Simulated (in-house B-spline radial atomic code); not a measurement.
## RPA and G0W0 on PBE: Sn48+

Configuration 1s2, mean-field start PBE. Computed with a B-spline radial code for spherical atoms: all electrons, non-relativistic, point nucleus, each spin shell either full or empty, empty states to l = 9 with an (l + 1/2)⁻⁴ tail; G0W0 by contour deformation at full frequency.

Without relativity these are model numbers: it shifts the levels of so heavy an element strongly and can reorder them.

Relativity, left out, deepens the 1s level by about Z⁴α²/8 hartree.

Command:
```bash
python run_gw.py task.json out
```
Settings (radii: box in bohr, nucleus in fm):
```
Z                        50
electrons                2
configuration            1s2
hamiltonian              nr
method                   pbe,pbe
lmax                     9
spin_polarised           False
box_radius               2.16
intervals                45
ion_configuration        1s1
```

Run time, properties included: 0.4 s on 1 thread of Arm Neoverse V2, with other jobs on the host.

Energies (hartree):

| term | value |
| --- | --- |
| mean-field total | -2468.26763 |
| Hartree-Fock functional on these orbitals | -2468.85947 |
| direct second order | -0.093387 |
| second-order exchange | 0.046694 |
| SOSEX correction | 0.046455 |

**Question.** What is the RPA correlation energy, and what remains with SOSEX?

**Answer.** RPA gives -0.092908 hartree (-1.26 eV per electron); RPA + SOSEX gives -0.046453, and the second-order doubles -0.046693 hartree (no singles). SOSEX takes back 50 % of the RPA value, the self-correlation of each of the two electrons.

Quasi-particle levels (eV):

| level | occupied | mean field | Σx - vxc | Σc | QP weight | G0W0 |
| --- | --- | --- | --- | --- | --- | --- |
| 1s | yes | -32852.22 | -316.34 | ? | ? | ? |
| 2s | no | -8027.92 | 59.33 | -0.27 | 1.000 | -7968.86 |

G0W0 = mean field + (Σx - vxc) + Σc, with Σc (partial-wave tail included) taken at the quasi-particle energy.

**Question.** Where does G0W0 put 1s?

**Answer.** At -33168.06 eV, with Σc = 0.50 eV and a quasi-particle weight of 1.000. The tabulated removal energy is 34257.148 ± 0.022 eV (NIST, tabulated theory); the calculation leaves out relativity, Breit and QED terms, and what these don't explain is the method's own error.

**Question.** What does it cost to remove one electron (to 1s1) by differences of total energies, each species on its own start (correlation terms add to the Hartree-Fock functional)?

**Answer.** PBE 33159.49 eV, Hartree-Fock functional 33166.88 eV, + RPA 33168.77 eV, + RPA + SOSEX 33168.14 eV, + second order 33168.15 eV. Tabulated: 34257.148 ± 0.022 eV (NIST, tabulated theory); the calculation leaves out relativity, Breit and QED terms, and what these don't explain is the method's own error.
